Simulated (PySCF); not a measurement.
Several orderings of computed values.

Species are written as SMILES; each is one conformer at its optimised geometry, gas phase (atoms past krypton carry core potentials, spin–orbit coupling is left out). Electronic properties by PySCF.

The conformers computed, where there is a choice (atom-mapped SMILES and torsion angles):
- `[CH3:1][C@@H:2]([CH:3]1[CH2:4][CH2:5][CH2:6]1)[S@@:7]([CH3:8])=[O:9]`: C1–C2–C3–C4 -52°, C1–C2–S7–C8 172°
- `[CH3:1][O:2][SiH2:3][CH:4]=[O:5]`: C1–O2–Si3–C4 178°, O2–Si3–C4–O5 -178°
- `[CH3:1][C:2](=[O:3])[N:4]([GeH3:5])[GeH3:6]`: C1–C2–N4–Ge5 0°

(1) Rank by electronic spatial extent ⟨r²⟩ about the centre of nuclear charge, highest first (PBE0/def2-SVPD at PBE0-D3(BJ)/def2-SVP geometries).
A. `[SiH3]S[SiH3]` (H6SSi2)
B. `CO[SiH2]C=O` (C2H6O2Si)
C. `C1CCC1[C@@H]([S@@](C)=O)C` (C7H14OS)
D. `B(Cl)F` (BClFH)

(2) Rank by lowest singlet excitation, lowest first (TDDFT PBE0/def2-SVPD at PBE0-D3(BJ)/def2-SVP geometries).
A. `[Cl][Sb]([Cl])[Cl]` (SbCl3)
B. `CO[SiH2]C=O` (C2H6O2Si)
C. `[SiH3]S[SiH3]` (H6SSi2)
D. `FBCl` (BClFH)

(3) Give the two extremes of that set as wavelengths.

(4) Rank by vertical ionisation energy, highest first (ΔSCF PBE0/def2-SVPD at PBE0-D3(BJ)/def2-SVP geometries).
A. `CO[SiH2]C=O` (C2H6O2Si)
B. `C[C@@H](C1CCC1)[S@@](C)=O` (C7H14OS)
C. `FBCl` (BClFH)
D. `[Cl][Sb]([Cl])[Cl]` (SbCl3)

(5) By how much do the two ends of that ranking differ?

(6) Rank by smallest rotational constant, lowest first (PBE0-D3(BJ)/def2-SVP).
A. `[SiH3]S[SiH3]` (H6SSi2)
B. `CC([N]([GeH3])[GeH3])=O` (C2H9Ge2NO)
C. `[BH3-][NH2+]C` (CH8BN)
D. `FBCl` (BClFH)
E. `CO[SiH2]C=O` (C2H6O2Si)

(7) Rank by HOMO–LUMO gap, highest first (PBE0/def2-SVPD at PBE0-D3(BJ)/def2-SVP geometries).
A. `FBCl` (BClFH)
B. `[Cl][Sb]([Cl])[Cl]` (SbCl3)
C. `[SiH3]S[SiH3]` (H6SSi2)
D. `CO[SiH2]C=O` (C2H6O2Si)

(8) By how much do the two ends of that ranking differ?

(9) Rank by dipole moment, lowest first (PBE0/def2-SVPD at PBE0-D3(BJ)/def2-SVP geometries).
A. `[Cl][Sb]([Cl])[Cl]` (SbCl3)
B. `[SiH3]S[SiH3]` (H6SSi2)
C. `C[C@@H](C1CCC1)[S@@](C)=O` (C7H14OS)
D. `FBCl` (BClFH)
E. `C([SiH2]OC)=O` (C2H6O2Si)

(10) Give the two extremes of that set in atomic units.

Answers

(1) C (1585 bohr²), B (721 bohr²), A (579 bohr²), D (228 bohr²).

(2) B (3.22 eV), A (5.43 eV), C (5.70 eV), D (6.58 eV).

(3) `CO[SiH2]C=O`: 385 nm; `FBCl` (BClFH): 188 nm.

(4) C (12.34 eV), D (10.69 eV), A (9.53 eV), B (8.39 eV).

(5) By 3.95 eV, between `FBCl` (BClFH) and `C[C@@H](C1CCC1)[S@@](C)=O`.

(6) B (0.676 GHz), E (1.640 GHz), A (2.254 GHz), D (5.138 GHz), C (7.405 GHz).

(7) A (8.36 eV), C (7.02 eV), B (6.49 eV), D (5.44 eV).

(8) By 2.92 eV, between `FBCl` (BClFH) and `CO[SiH2]C=O`.

(9) D (0.74 D), B (1.05 D), A (2.79 D), E (3.06 D), C (3.96 D).

(10) `FBCl` (BClFH): 0.29 au; `C[C@@H](C1CCC1)[S@@](C)=O`: 1.56 au.
